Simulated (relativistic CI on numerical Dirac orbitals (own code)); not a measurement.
# Slater and spin-orbit integrals, Nb¹¹⁺

Computed by Dirac-Coulomb-Breit CI, KLI orbitals optimised for each configuration, model QED, unscaled Slater integrals (own radial code, finite nucleus).

Slater integrals F^k, G^k are unscaled and averaged over j, outside the closed core [Ar] 3d10; ζ comes from projecting the Hamiltonian with its Breit term on Σ l·s of the shell.

- 4s 4p: G^1(4s,4p) = 127690, ζ(4p) = 16743 cm⁻¹; <r>(4s) = 1.025, <r^2>(4s) = 1.179, <r>(4p) = 1.084, <r^2>(4p) = 1.324 (bohr units).
- 4p2: F^2(4p,4p) = 96450, ζ(4p) = 16691 cm⁻¹; <r>(4p) = 1.085, <r^2>(4p) = 1.327 (bohr units).
- 4s 4d: G^2(4s,4d) = 86638, ζ(4d) = 1572 cm⁻¹; <r>(4s) = 1.025, <r^2>(4s) = 1.178, <r>(4d) = 1.2, <r^2>(4d) = 1.639 (bohr units).

In this model ζ of a weakly bound d, f or g electron outside closed shells comes out too small, for d by up to a factor of two or three and at times with the wrong sign; that of an outer p electron is too small as well.

Averages of the first 10 configurations, taken without configuration mixing, which lowers the lowest level and can move excited configurations by several eV; other configurations of the list can lie among them:

```csv
Configuration,Parity,States,Average energy above the lowest level (eV)
4s2,even,1,1.4
4s 4p,odd,12,27.6
4p2,even,15,58.1
4s 4d,even,20,73.3
4d2,even,45,147.3
4s 4f,odd,28,115.8
4p 4d,odd,60,102.0
4f2,even,91,232.0
4p 5s,odd,12,142.9
4p 4f,even,84,144.8
```
